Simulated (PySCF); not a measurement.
An unknown is described by computed data only.

Formula: C5H10O2S.

| Item | Value |
| --- | --- |
| UV, strongest line | among the 10 lowest singlet transitions: S4 at 8.22 eV (151 nm, f = 0.060) [TDDFT CAM-B3LYP/def2-SVPD] |
| NMR, other nuclei | isotropic shieldings of nuclei other than C and H, by class: 135 (2 O), 186 (1 S) ppm [GIAO PBE0/pcSseg-1] |
| Valence photoelectron | vertical ionisation energy: 10.27 eV [ΔSCF CAM-B3LYP/def2-SVPD] |
| Triplet | lowest triplet excitation (Tamm–Dancoff): 7.37 eV [TDA CAM-B3LYP/def2-SVPD] |
| UV, first state | lowest singlet excitation: 7.55 eV (164 nm, f = 0.010) [TDDFT CAM-B3LYP/def2-SVPD] |
| Rotational structure | rotational constants A, B, C: 3.115, 1.422, 1.309 GHz [PBE0-D3(BJ)/def2-SVP] |
| 13C NMR | chemical shifts (computed TMS as zero) by class: 60.6 (1 C), 40.3 (1 C), 23.6 (2 C), 21.1 (1 C) ppm [GIAO PBE0/pcSseg-1] |
| Dipole | 4.76 D [CAM-B3LYP/def2-SVPD] |
| 1H NMR | chemical shifts (computed TMS as zero) by class: 2.88 (1 H), 2.66 (1 H), 2.46 (3 H), 2.31 (2 H), 2.27 (2 H), 1.81 (1 H) ppm [GIAO PBE0/pcSseg-1] |
| Polarisability | 82.9 au [CAM-B3LYP/def2-SVPD] |

Gas-phase values; electronic properties from PySCF, density fitting. Levels stand in brackets. Geometry: PBE0-D3(BJ)/def2-SVP, one conformer, isolated molecule. NMR values are class means; diastereotopic atoms form classes of their own.

Task: Give a SMILES that accounts for the data.

Result: Numbering: `[CH3:1][S:2](=[O:3])(=[O:4])[CH:5]1[CH2:6][CH2:7][CH2:8]1`. 5 carbons fall into 4 classes; from least to most shielded: ring sp3 carbon bound to sulfur [C5] (60.6 ppm), S-methyl carbon [C1] (40.3 ppm), four-membered-ring carbon [C6/C8] (23.6 ppm, 2 C, up to 2.7 ppm apart in this geometry), four-membered-ring carbon [C7] (21.1 ppm). Hydrogen classes from least to most shielded: 1 H on an sp3 carbon bound to sulfur, C5 (2.88 ppm), 1 H on a four-membered-ring carbon, C7 (2.66 ppm), 3 H on an S-methyl carbon, C1 (2.46 ppm, a mean of values up to 0.6 ppm apart in this geometry), 2 H on 2 four-membered-ring carbons, C6/C8 (2.31 ppm), 2 H on 2 four-membered-ring carbons, C6/C8 (2.27 ppm, a mean of values up to 0.7 ppm apart in this geometry), 1 H on a four-membered-ring carbon, C7 (1.81 ppm). The other shieldings belong to: 135 ppm, sulfonyl oxygen [O3/O4]; 186 ppm, sulfonyl sulfur [S2]. The first electron is taken from the HOMO, whose largest Löwdin shares are 0.24 on a sulfonyl oxygen, 0.23 on a sulfonyl oxygen, 0.14 on the sp3 carbon bound to sulfur and 0.12 on the sulfonyl sulfur. The optimised geometry has point group C1 and is an asymmetric top. Structure: `CS(=O)(=O)C1CCC1`. Computed isomers that give other values at the same levels: `O=S1(=O)CCCCC1` (13C chemical shifts (computed TMS as zero) by class: 56.9 (2 C), 26.1 (1 C), 25.4 (2 C) ppm). The assignments are read from this structure; whether some other isomer fits the data as well wasn't checked.

Conformer computed: `[CH3:1][S:2](=[O:3])(=[O:4])[CH:5]1[CH2:6][CH2:7][CH2:8]1`: C1–S2–C5–C6 176°.
